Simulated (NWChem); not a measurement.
# C2H4F2Si; SMILES F[SiH2]C(F)=C

```xyz
9

C     -1.4876     1.1028     0.0000
C     -0.1817     0.8479     0.0000
F      0.7162     1.8788     0.0000
Si     0.6605    -0.8272     0.0000
F     -0.5108    -1.9404     0.0000
H     -2.1944     0.2803     0.0000
H     -1.8732     2.1186     0.0000
H      1.4941    -0.9841     1.2164
H      1.4941    -0.9841    -1.2164
```
Atoms are numbered in this order, from 1.

All runs: NWChem. Medium grid unless said otherwise, to which SCAN and Minnesota functionals are sensitive. Coordinates come from a B3LYP/6-31G* (spherical d) optimisation. Hybrids' shares of exact exchange are those that their runs print; pure functionals count as 0. The functionals differ in more than this share.

```
row               share of exact exchange  orbital gap (eV)
----------------  -----------------------  ----------------
PBE/def2-TZVP                        0.00              5.16
r2SCAN/def2-TZVP                     0.00              5.59
TPSSh/def2-TZVP                      0.10              6.24
B3LYP/def2-TZVP                      0.20              6.91
PBE0/def2-TZVP                       0.25              7.37
PW6B95/def2-TZVP                     0.28          withheld
```

Problem. Fit a straight line of the last column on the one before it, predict the withheld value, and compare with the run.

Solution. 
1. Means of the 5 shown rows: x = 0.110, y = 6.254. Slope Σ(x − x̄)(y − ȳ)/Σ(x − x̄)² = 0.4088/0.05200 = 7.862; intercept 5.389.
2. The shown rows scatter about the line by 0.141 (root mean square); the largest residual is -0.23, at PBE/def2-TZVP.
3. At x = 0.28 (PW6B95/def2-TZVP; beyond the shown range) the line gives 7.59.
4. The run gives 7.54, -0.05 from the line, 0.4 times the scatter.
